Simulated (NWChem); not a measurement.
Everything below was run with NWChem. System: AlCl, charge 0, spin multiplicity 1, at a geometry optimised with PBE/def2-SVP. The structure started from a generated list of species. Level: G0W0@PBE/def2-QZVP, RI basis def2-qzvp-rifit.

Job file:

```
start mol
memory heap 200 mb stack 700 mb global 1700 mb
geometry units angstroms nocenter noautoz
  Al     0.000000     0.000000    -1.225276
  Cl     0.000000     0.000000     0.936976
  symmetry group C2v
end
basis spherical
  * library def2-qzvp
end
basis "ri basis" bse spherical
  * library def2-qzvp-rifit
end
dft
  xc xpbe96 cpbe96
  iterations 100
  direct
  tolerances tight
end
task dft energy
gw
  states alpha occ 4 vir 2
end
task dft gw
```

NWChem printed:

```
             Northwest Computational Chemistry Package (NWChem) 7.3.0
             --------------------------------------------------------

                                NWChem Input Module
                                -------------------

 Scaling coordinates for geometry "geometry" by  1.889725989
 (inverse scale =  0.529177249)

 Turning off AUTOSYM since
 SYMMETRY directive was detected!

                             Geometry "geometry" -> ""
                             -------------------------

 Output coordinates in angstroms (scale by  1.889725989 to convert to a.u.)

  No.       Tag          Charge          X              Y              Z
 ---- ---------------- ---------- -------------- -------------- --------------
    1 Al                  13.0000     0.00000000     0.00000000    -1.22527600
    2 Cl                  17.0000     0.00000000     0.00000000     0.93697600

 Effective nuclear repulsion energy (a.u.)      54.0862822784

            Nuclear Dipole moment (a.u.)
            ----------------------------
        X                 Y               Z
 ---------------- ---------------- ----------------
     0.0000000000     0.0000000000     0.0000075589

      Symmetry information
      --------------------

 Group name             C2v
 Group number             16
 Group order               4
 No. of unique centers     2

      Symmetry unique atoms

     1    2


 Summary of "ao basis" -> "" (spherical)
 ------------------------------------------------------------------------------
       Tag                 Description            Shells   Functions and Types
 ---------------- ------------------------------  ------  ---------------------
 *                         def2-qzvp                  on all atoms

 new library libraries.bse/

 Summary of "ri basis" -> "" (spherical)
 ------------------------------------------------------------------------------
       Tag                 Description            Shells   Functions and Types
 ---------------- ------------------------------  ------  ---------------------
 *                      def2-qzvp-rifit               on all atoms

  pbe96 is a nonlocal functional; adding pw91lda local functional.

                                 NWChem DFT Module
                                 -----------------

 Summary of "ao basis" -> "ao basis" (spherical)
 ------------------------------------------------------------------------------
       Tag                 Description            Shells   Functions and Types
 ---------------- ------------------------------  ------  ---------------------
 Al                        def2-qzvp                22       70   9s6p4d2f1g
 Cl                        def2-qzvp                22       70   9s6p4d2f1g

 Summary of "ao basis" -> "ao basis" (spherical)
 ------------------------------------------------------------------------------
       Tag                 Description            Shells   Functions and Types
 ---------------- ------------------------------  ------  ---------------------
 Al                        def2-qzvp                22       70   9s6p4d2f1g
 Cl                        def2-qzvp                22       70   9s6p4d2f1g

      Symmetry analysis of basis
      --------------------------

        a1         60
        a2         16
        b1         32
        b2         32

            General Information
            -------------------
          SCF calculation type: DFT
          Wavefunction type:  closed shell.
          No. of atoms     :     2
[...]
  ----- ------------  ---------------      ----- ------------  ---------------
     8      0.561844  1 Al s                  9      0.285113  1 Al s
    94      0.224675  2 Cl pz                 7      0.214951  1 Al s
    91      0.205573  2 Cl pz                21     -0.174636  1 Al pz
     6     -0.172268  1 Al s                  5     -0.158081  1 Al s
    82     -0.143237  2 Cl pz                97      0.131508  2 Cl pz

 Vector   16  Occ=0.000000D+00  E=-8.882344D-02  Symmetry=b2
              MO Center=  1.0D-28, -1.0D-13, -1.2D+00, r^2= 4.0D+00
   Bfn.  Coefficient  Atom+Function         Bfn.  Coefficient  Atom+Function
  ----- ------------  ---------------      ----- ------------  ---------------
    23      0.523934  1 Al py                20      0.327834  1 Al py
    26      0.307562  1 Al py                11     -0.191611  1 Al py
    96     -0.156837  2 Cl py                90     -0.130497  2 Cl py
    93     -0.111158  2 Cl py                81      0.080793  2 Cl py
    87     -0.044877  2 Cl py               114     -0.038311  2 Cl d -1

 Vector   17  Occ=0.000000D+00  E=-8.882344D-02  Symmetry=b1
              MO Center= -6.3D-14,  6.3D-29, -1.2D+00, r^2= 4.0D+00
   Bfn.  Coefficient  Atom+Function         Bfn.  Coefficient  Atom+Function
  ----- ------------  ---------------      ----- ------------  ---------------
    22      0.523934  1 Al px                19      0.327834  1 Al px
    25      0.307562  1 Al px                10     -0.191611  1 Al px
    95     -0.156837  2 Cl px                89     -0.130497  2 Cl px
    92     -0.111158  2 Cl px                80      0.080793  2 Cl px
    86     -0.044877  2 Cl px               116      0.038311  2 Cl d  1

 Vector   18  Occ=0.000000D+00  E=-1.658999D-02  Symmetry=a1
              MO Center= -1.9D-14, -1.4D-14, -1.3D+00, r^2= 7.5D+00
   Bfn.  Coefficient  Atom+Function         Bfn.  Coefficient  Atom+Function
  ----- ------------  ---------------      ----- ------------  ---------------
    27      0.785855  1 Al pz                 9      0.261086  1 Al s
    21      0.193198  1 Al pz                45     -0.186739  1 Al d  0
     7      0.168949  1 Al s                 78     -0.169450  2 Cl s
    79     -0.159567  2 Cl s                 77     -0.135959  2 Cl s
    91      0.133651  2 Cl pz                40     -0.130626  1 Al d  0

 center of mass
 --------------
 x =   0.00000000 y =   0.00000000 z =  -0.00899437

 moments of inertia (a.u.)
 ------------------
         254.281243033074           0.000000000000           0.000000000000
           0.000000000000         254.281243033074           0.000000000000
           0.000000000000           0.000000000000           0.000000000000

     Multipole analysis of the density
     ---------------------------------

     L   x y z        total         alpha         beta         nuclear
     -   - - -        -----         -----         ----         -------
     0   0 0 0     -0.000000    -15.000000    -15.000000     30.000000

     1   1 0 0      0.000000      0.000000      0.000000      0.000000
     1   0 1 0      0.000000      0.000000      0.000000      0.000000
     1   0 0 1     -0.628895     -0.314451     -0.314451      0.000008

     2   2 0 0    -18.057489     -9.028745     -9.028745      0.000000
     2   1 1 0     -0.000000     -0.000000     -0.000000      0.000000
     2   1 0 1     -0.000000     -0.000000     -0.000000      0.000000
     2   0 2 0    -18.057489     -9.028745     -9.028745      0.000000
     2   0 1 1     -0.000000     -0.000000     -0.000000      0.000000
     2   0 0 2    -20.219652    -71.606455    -71.606455    122.993258

 Task  times  cpu:       31.2s     wall:       31.2s

                                NWChem Input Module
                                -------------------

                                 NWChem GW Module
                                 ----------------

                             ***********************
                             ***        GW       ***
                             ***********************

 Summary of "ri basis" -> "ri basis" (spherical)
 ------------------------------------------------------------------------------
       Tag                 Description            Shells   Functions and Types
 ---------------- ------------------------------  ------  ---------------------
 Al                     def2-qzvp-rifit             41      167   12s10p9d6f3g1h
 Cl                     def2-qzvp-rifit             41      167   12s10p9d6f3g1h

                 Memory Information
                 ------------------
          Available GA per process is          1699.9 MBs
          Available stack per process is        700.0 MBs
          Available heap per process is           0.0 MBs

          Peak memory in Initialization
              Peak GA per process is                  7.1 MBs
              Peak stack per process is               0.2 MBs
              Peak heap per process is                7.6 MBs
              Memory not in MA per process            0.0 MBs

          Peak memory in AFF Calculation
              Peak GA per process is                 37.6 MBs
              Peak stack per process is              26.8 MBs
              Peak heap per process is                0.0 MBs
              Memory not in MA per process           26.8 MBs

          Computing 2-center integrals
          Computing Inverse Cholesky factor
          Computing 3-center integrals
          Computing V_xc ...

          Computing Sigma_x
          Computing RPA polarizability
          Solving quasiparticle equations

                  Alpha Orbitals
          State     Energy (eV)     Error (eV)
          -----------------------------------
@GW        12        -12.468           0.005
@GW        13        -10.928           0.002
@GW        14        -10.928           0.002
@GW        15         -9.156           0.002
@GW        16         -0.171           0.005
@GW        17         -0.171           0.005

   Applying  -3.0486 eV scissor-shift to rest of particle states

   Applying   2.2456 eV scissor-shift to rest of hole states

     GW Timing Statistics
   ------------------------
   Init.   :          0.1s
     ERIs  :          1.4s
     Distr.:          0.0s
     Vxc   :          0.1s
   Sigma_x :          0.0s
   RPA     :          1.5s
   Wmn     :          0.0s
   Sigma_c :          0.0s
   GW total:          3.2s

 Task  times  cpu:        3.2s     wall:        3.2s

 Total times  cpu:       34.4s     wall:       34.4s
```
